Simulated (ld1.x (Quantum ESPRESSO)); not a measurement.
## What one change does to a pseudopotential (antimony, TM)

```
Element                 : Sb
Generator               : ld1.x (Quantum ESPRESSO) 7.5
Type                    : norm-conserving Troullier–Martins (Kleinman–Bylander form)
Functional              : LDA (PZ)
Relativity              : fully relativistic
Frozen core             : [Kr] 4d10
Valence charge          : 5
Reference configuration : 5s2 5p3
Partial waves           : 5p (bound): rc 1.70 bohr; 5s (bound): rc 1.45 bohr
Local potential         : the s channel
Core correction         : Bessel-smoothed model core inside 0.70 bohr
```

Open shells are filled in proportion to 2j + 1 (rel_dist='average').

Change: wave 5s (bound): rc 1.45 bohr becomes 5s (bound): rc 1.96 bohr.

Cutoffs: the cutoffs (Ry, on a coarse ladder) from which the occupation-weighted sum of valence levels, in a spherical-Bessel basis at the reference potential, stays within 10 and 1 mRy of its value at 400 Ry; they do not see the model core or the augmentation charge, which bear on the density cutoff. Errors are all-electron minus pseudo energies relative to the spin-unpolarised reference configuration.

Task: What does the change do?

Result: The potential gets softer (55 Ry and 160 Ry → 40 Ry and 90 Ry); both files keep a bound ghost (p); of the 7 tests that both files solve, the error grows in 2 and shrinks in 2 by more than 15 % and 0.3 meV (median size 11.7 → 6.8 meV). A larger radius leaves more room for a smooth pseudo-wave, so fewer plane waves are needed.

```tsv
quantity	base	changed
cutoff, loose	55 Ry	40 Ry
cutoff, tight	160 Ry	90 Ry
loose cutoff by channel (10 mRy a level)	p 35 Ry, s 35 Ry	p 35 Ry, s 12 Ry
bound ghosts	p3/2, p1/2	p3/2, p1/2
error for 5s2 5p2, meV [ΔE 8.54 eV]	-3.5	-3.8
error for 5s2 5p1, meV [ΔE 24.81 eV]	-27	-34
error for 5s2 5p0, meV [ΔE 49.62 eV]	-101	-142
error for 5s2 5p2.5, meV [ΔE 3.36 eV]	-0.6	-0.6
error for 5s2 5p3.3, meV [ΔE -1.21 eV]	-0.1	-0.1
error for 5s1 5p3, meV [ΔE 17.33 eV]	-26	-19
error for 5s1 5p4, meV [ΔE 8.18 eV]	-12	-6.8
```

 A true bound ghost makes a file unfit for plane-wave use even where its test errors are small: the radial tests pick states by their node count and pass the ghost by.
